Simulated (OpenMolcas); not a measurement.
# What dynamic correlation does to the levels of Zn I

```yaml
Program: OpenMolcas
Basis: ANO-RCC-VQZP [7s6p4d3f2g1h]
Scalar_Hamiltonian: DKH2, point nucleus
Active_space: 2 electrons in 4 orbitals (4s 4p)
State_averaging: 2S+1 = 3 even, 3 roots; 2S+1 = 1 even, 1 root; 2S+1 = 3 odd, 3 roots; 2S+1 = 1 odd, 3 roots
Spin-orbit_coupling: RASSI with atomic mean-field integrals over the reference wave functions, term energies averaged over their components
```

Methods on the same reference wave functions:
A. CASSCF
B. SS-CASPT2, IPEA 0.25 Eh, imaginary shift 0.1 Eh (closed shells correlated: 3d)

Energies in cm-1 above 4s2 1S0, the measured ground level; measured values from NIST Handbook of Basic Atomic Spectroscopic Data.

| Level | A | B | Measured |
| --- | --- | --- | --- |
| 4s2 1S0 | 0.0 | 0.0 | 0.0 |
| 4s 4p 3P* 0 | 29118 | 31974 | 32311 |
| 4s 4p 3P* 1 | 29275 | 32131 | 32501 |
| 4s 4p 3P* 2 | 29591 | 32447 | 32890 |
| 4s 4p 1P* 1 | 48867 | 48805 | 46745 |

Deviations, from unrounded energies. A percentage is the sum of absolute deviations over the sum of measured energies, with the sign that they share, or ± where signs differ.

```csv
Against measurement,Levels,A,B
mean absolute deviation (cm-1),4,3000,800
other configurations (%),4,±8.2,±2.2
```

B lies closest to measurement on these levels. The largest miss of B in the table is 4s 4p 1P* 1, by +2100 cm-1. The ranking rests on the paired levels alone, and a cruder setting can come out closer through cancelling errors.

The lowest spin-free term lies below A's lowest term by 0.532 hartree in B.

Without dynamic correlation excited terms often stand tens of per cent too high (terms of higher spin than the ground term too low), and those without a measured partner can miss by more than the paired ones (holds for A). Measured partners are found by configuration, term and J. A level has none where our copy of the source lacks it or the pairing is in doubt (some pairs that miss far off the trend of their configuration count as doubtful), and it then counts in no deviation. Only configurations of the active space appear. The table leaves out levels that lie high or whose names do not pair safely across all columns.

* marks odd parity.
